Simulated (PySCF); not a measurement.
H3Si, SMILES [SiH3-], charge -1. Atoms are numbered in the order given.

```xyz
4

Si     0.0000     0.0000    -0.1460
H      1.1303    -0.6526     0.6812
H      0.0000     1.3052     0.6812
H     -1.1303    -0.6526     0.6812
```
Charge -1, spin multiplicity 1.

The structure is a stationary point at PBE0-D3(BJ)/def2-TZVPD.

The numbers are results of PBE/pcJ-2 (PySCF), not measurements.

Isotropic couplings with Fermi-contact, spin-dipole and both spin-orbit terms, one fixed conformer, no vibrational averaging. Isotopes: 1H, 29Si.

```csv
pair,bonds apart,J (Hz)
Si1–H2,1,-60.3
Si1–H3,1,-60.3
Si1–H4,1,-60.3
H2–H3,2,___
H2–H4,2,___
H3–H4,2,___
```

Q: Complete the blanks. (Estimate from the structure and the level; the computed values follow.)

A: 
- H2–H3, J (Hz): -8.9
- H2–H4, J (Hz): -8.9
- H3–H4, J (Hz): -8.9
